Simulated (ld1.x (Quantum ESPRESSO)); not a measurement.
Transferability test, RRKJ potential for calcium (Ca)

ld1.x (Quantum ESPRESSO) 7.5 input, shortened:

```
&input
   title='Ca', zed=20., rel=1, dft='PZ', iswitch=3,
   config='[Ar] 3d0.5 4s1.5 4p0'
 /
 &inputp
   pseudotype=2, tm=.false., rho0=0.001, lloc=0,
   nlcc=.true., rcore=1.90
 /
3
4P  2  1   0.00   0.00  3.84  3.84  0.0
3D  3  2   0.50   0.00  2.96  2.96  0.0
4S  1  0   1.50   0.00  3.28  3.28  0.0
 &test
   configts(1)='3d0.5 4s1.5 4p0'
 /
```

Energies are relative to the spin-unpolarised reference configuration 3d0.5 4s1.5 4p0; without spin polarisation the order of configurations can differ from experiment. Spin-polarised rows fill each open shell by Hund’s rule, majority spin first.

| valence configuration | charge | ΔE all-electron (eV) | error AE − PS (meV) |
| --- | --- | --- | --- |
| 3d0 4s2 4p0 | 0 | -1.022 | +7.2 |
| 3d0 4s1 4p0 | +1 | 5.440 | +2.8 |
| 3d0 4s1.5 4p0 | +0.5 | 1.544 | +7.0 |
| 3d1 4s1 4p0 | 0 | 1.220 | -1.4 |
| 3d0 4s0 4p1 | +1 | 8.563 | -57 |
| 3d0 4s0 4p2 | 0 | 4.095 | -63 |
| 3d0.5 4s1.5 4p0 (spin-polarised) | 0 | -0.099 | +11 |

Problem. What are ΔE and the potential's error for 3d0 4s1 4p0 (spin-polarised)?

Solution. ΔE = 5.233 eV all-electron; the error (AE − PS) is -2.4 meV.

Problem. What are ΔE and the potential's error for 3d0 4s1 4p1?

Solution. ΔE = 1.469 eV all-electron; the error (AE − PS) is -16 meV.
